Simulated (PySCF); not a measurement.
PySCF 2.14 output of an unrestricted TPSS calculation on a single atom or ion in def2-SVP (3s2p1d, 14 functions), with the non-relativistic Hamiltonian (point nucleus):

```
SCF conv_tol = 1e-09
number electrons alpha = 5  beta = 2
    J. Tao, J. P. Perdew, V. N. Staroverov, and G. E. Scuseria.,  Phys. Rev. Lett. 91, 146401 (2003)
    J. P. Perdew, J. Tao, V. N. Staroverov, and G. E. Scuseria.,  J. Chem. Phys. 120, 6898 (2004)
    J. Tao, J. P. Perdew, V. N. Staroverov, and G. E. Scuseria.,  Phys. Rev. Lett. 91, 146401 (2003)
    J. P. Perdew, J. Tao, V. N. Staroverov, and G. E. Scuseria.,  J. Chem. Phys. 120, 6898 (2004)
cycle= 1 E= -124.155610541392  delta_E= -0.000978  |g|= 0.00584  |ddm|= 0.0495
cycle= 2 E= -124.155619411194  delta_E= -8.87e-06  |g|= 0.00141  |ddm|= 0.00547
cycle= 3 E= -124.155619972253  delta_E= -5.61e-07  |g|= 5.52e-05  |ddm|= 0.00096
cycle= 4 E= -124.155619973119  delta_E= -8.66e-10  |g|= 1.66e-07  |ddm|= 4.64e-05
converged SCF energy = -124.155619973119  <S^2> = 3.7512644  2S+1 = 4.0006321
```

The run itself started from symmetry-adapted Hartree-Fock orbitals and held the occupation by maximum overlap, on a logarithmic radial grid, so the iterations belong to that start.

Task: Which element, charge and spin multiplicity is this?

Result: Ne(3+) (neon, charge +3), multiplicity 4; the state was [He] 2s2 2p3, high-spin 4S determinant.
